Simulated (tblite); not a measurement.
Compound: C5H11B2BrSi.
Numbering: `[CH:1]#[C:2][BH:3][Si@@H:4]([BH:5][Br:6])[CH:7]([CH3:8])[CH3:9]` (hydrogens: H10 on C1; H11 on B3; H12 on Si4; H13 on B5; H14 on C7; H15, H16, H17 on C8; H18, H19, H20 on C9)

Computed with GFN2-xTB (tblite), gas phase: L-BFGS steps from a force-field or distance-geometry start until the largest atomic force falls under 0.01 eV/Å.

Step 19: E = -666.9886 eV
```
atom  x, y, z in Å  |  force x, y, z in eV/Å
C1      2.6167    0.6120   -2.5188   -0.013   0.009   0.001
C2      2.4320    0.0852   -1.4464   -0.002   0.001   0.005
B3      2.1877   -0.5293   -0.1115   -0.004  -0.018  -0.011
Si4     0.6353    0.0548    0.9534   -0.027   0.027  -0.002
B5      0.7136    1.9775    1.4055   -0.009  -0.003  -0.007
Br6     0.7235    3.2565    0.0412   -0.016  -0.011   0.003
C7     -0.9845   -0.2550   -0.0705    0.023   0.011  -0.006
C8     -1.1024   -1.7240   -0.4618   -0.008   0.007   0.000
C9     -2.2259    0.1907    0.6969    0.008  -0.004  -0.008
H10     2.7831    1.0678   -3.4516   -0.006   0.009  -0.013
H11     2.9515   -1.3277    0.2770    0.014  -0.014   0.024
H12     0.4312   -0.7541    2.1825   -0.008  -0.021   0.040
H13     0.7905    2.4059    2.4971    0.019  -0.011  -0.022
H14    -0.9267    0.3341   -0.9927    0.010   0.008   0.000
H15    -2.0069   -1.8984   -1.0443   -0.009   0.010  -0.006
H16    -0.2475   -2.0373   -1.0588   -0.002   0.006   0.006
H17    -1.1495   -2.3527    0.4251    0.015   0.003   0.005
H18    -3.1280    0.0101    0.1125    0.004  -0.005  -0.011
H19    -2.3158   -0.3592    1.6317    0.010   0.004   0.005
H20    -2.1829    1.2537    0.9305    0.000  -0.007  -0.003
```

Step 20: E = -666.9888 eV
```
atom  x, y, z in Å  |  force x, y, z in eV/Å
C1      2.6155    0.6115   -2.5182   -0.013   0.011   0.003
C2      2.4305    0.0844   -1.4461    0.003   0.000   0.002
B3      2.1877   -0.5301   -0.1111   -0.006  -0.021  -0.006
Si4     0.6350    0.0548    0.9526   -0.009   0.019   0.033
B5      0.7145    1.9773    1.4048   -0.013  -0.013   0.000
Br6     0.7209    3.2554    0.0409   -0.015   0.001  -0.009
C7     -0.9833   -0.2545   -0.0703    0.009   0.007  -0.009
C8     -1.1017   -1.7234   -0.4615   -0.012   0.005  -0.004
C9     -2.2250    0.1906    0.6969    0.001  -0.004  -0.010
H10     2.7820    1.0686   -3.4502   -0.005   0.011  -0.020
H11     2.9525   -1.3277    0.2771    0.013  -0.013   0.025
H12     0.4286   -0.7542    2.1826   -0.002  -0.012   0.027
H13     0.7922    2.4058    2.4962    0.021  -0.010  -0.017
H14    -0.9250    0.3349   -0.9922    0.006   0.008  -0.005
H15    -2.0071   -1.8960   -1.0434   -0.006   0.003  -0.007
H16    -0.2476   -2.0374   -1.0595   -0.006   0.008   0.011
H17    -1.1493   -2.3524    0.4254    0.017   0.008  -0.003
H18    -3.1264    0.0087    0.1114    0.004  -0.003  -0.007
H19    -2.3155   -0.3595    1.6317    0.013   0.010  -0.002
H20    -2.1837    1.2540    0.9299    0.002  -0.015  -0.002
```

Step 21: E = -666.9890 eV
```
atom  x, y, z in Å  |  force x, y, z in eV/Å
C1      2.6141    0.6113   -2.5176   -0.013   0.012   0.003
C2      2.4292    0.0837   -1.4457    0.007  -0.001  -0.003
B3      2.1876   -0.5313   -0.1109   -0.007  -0.020   0.002
Si4     0.6346    0.0550    0.9524    0.013  -0.003   0.058
B5      0.7150    1.9769    1.4041   -0.015  -0.017   0.003
Br6     0.7180    3.2543    0.0406   -0.014   0.010  -0.019
C7     -0.9820   -0.2539   -0.0703   -0.008   0.002  -0.009
C8     -1.1013   -1.7228   -0.4613   -0.012   0.005  -0.007
C9     -2.2242    0.1905    0.6966   -0.004  -0.002  -0.010
H10     2.7808    1.0695   -3.4491   -0.007   0.009  -0.018
H11     2.9538   -1.3279    0.2777    0.007  -0.009   0.022
H12     0.4261   -0.7545    2.1834    0.003  -0.001   0.012
H13     0.7943    2.4054    2.4949    0.022  -0.008  -0.007
H14    -0.9233    0.3358   -0.9919    0.003   0.007  -0.010
H15    -2.0074   -1.8936   -1.0427   -0.003  -0.003  -0.005
H16    -0.2479   -2.0374   -1.0600   -0.008   0.008   0.012
H17    -1.1487   -2.3520    0.4257    0.016   0.013  -0.009
H18    -3.1247    0.0074    0.1102    0.003  -0.002  -0.003
H19    -2.3148   -0.3596    1.6317    0.015   0.013  -0.009
H20    -2.1844    1.2540    0.9293    0.003  -0.016  -0.002
```

Step 22: E = -666.9893 eV
```
atom  x, y, z in Å  |  force x, y, z in eV/Å
C1      2.6120    0.6114   -2.5169   -0.011   0.013   0.004
C2      2.4277    0.0827   -1.4453    0.009  -0.003  -0.007
B3      2.1873   -0.5333   -0.1105   -0.006  -0.014   0.011
Si4     0.6342    0.0551    0.9532    0.032  -0.031   0.067
B5      0.7153    1.9760    1.4031   -0.013  -0.011   0.003
Br6     0.7141    3.2531    0.0399   -0.014   0.016  -0.028
C7     -0.9803   -0.2531   -0.0705   -0.020  -0.003  -0.006
C8     -1.1010   -1.7218   -0.4612   -0.008   0.004  -0.010
C9     -2.2231    0.1902    0.6960   -0.009   0.000  -0.009
H10     2.7792    1.0709   -3.4480   -0.010   0.004  -0.009
H11     2.9554   -1.3283    0.2790   -0.004  -0.002   0.016
H12     0.4231   -0.7550    2.1847    0.008   0.009  -0.001
H13     0.7975    2.4049    2.4931    0.023  -0.003   0.007
H14    -0.9211    0.3371   -0.9916    0.000   0.005  -0.012
H15    -2.0079   -1.8907   -1.0419    0.000  -0.010  -0.004
H16    -0.2483   -2.0371   -1.0604   -0.008   0.007   0.008
H17    -1.1477   -2.3512    0.4259    0.011   0.017  -0.014
H18    -3.1226    0.0057    0.1085   -0.002  -0.001   0.001
H19    -2.3137   -0.3595    1.6315    0.015   0.013  -0.015
H20    -2.1853    1.2537    0.9285    0.005  -0.011  -0.003
```

**Question.** Estimate the geometry and energy of step 23. (The exact step hangs on the optimiser's Hessian estimate; all steps are aligned on step 22, rigid shifts and turns removed.)

**Answer.** E = -666.9896 eV, largest force 0.085 eV/Å
```
atom  x, y, z in Å  |  force x, y, z in eV/Å
C1      2.6093    0.6118   -2.5160   -0.009   0.011   0.005
C2      2.4261    0.0815   -1.4448    0.009  -0.006  -0.008
B3      2.1868   -0.5360   -0.1100    0.000  -0.003   0.016
Si4     0.6343    0.0547    0.9554    0.042  -0.054   0.051
B5      0.7153    1.9748    1.4020   -0.008   0.002   0.001
Br6     0.7091    3.2517    0.0386   -0.015   0.013  -0.030
C7     -0.9786   -0.2521   -0.0708   -0.021  -0.004   0.000
C8     -1.1007   -1.7205   -0.4613   -0.002   0.005  -0.012
C9     -2.2219    0.1899    0.6950   -0.010   0.004  -0.008
H10     2.7770    1.0726   -3.4468   -0.014  -0.002   0.005
H11     2.9572   -1.3288    0.2809   -0.015   0.005   0.007
H12     0.4195   -0.7555    2.1865    0.012   0.013  -0.004
H13     0.8019    2.4041    2.4908    0.023   0.002   0.020
H14    -0.9183    0.3387   -0.9915   -0.001   0.002  -0.010
H15    -2.0085   -1.8873   -1.0411    0.001  -0.019  -0.003
H16    -0.2488   -2.0367   -1.0608   -0.003   0.006  -0.001
H17    -1.1462   -2.3498    0.4259    0.003   0.017  -0.014
H18    -3.1202    0.0036    0.1065   -0.010  -0.001   0.004
H19    -2.3120   -0.3592    1.6309    0.012   0.008  -0.017
H20    -2.1862    1.2532    0.9275    0.006   0.000  -0.004
```

The energy changes by -0.0003 eV. The first-order estimate −F·Δx gives -0.0004 eV and the mean of the old and new forces, exact on a quadratic surface, -0.0003 eV. The step makes an angle of 73° with the force vector and moves no atom by more than 0.005 Å.

What follows is the cost of the whole relaxation. Hardware: an Intel Xeon at 2.70 GHz with one thread, shared host with 64 logical CPUs at a one-minute load of 61. Cost: 1.2 s of wall time.
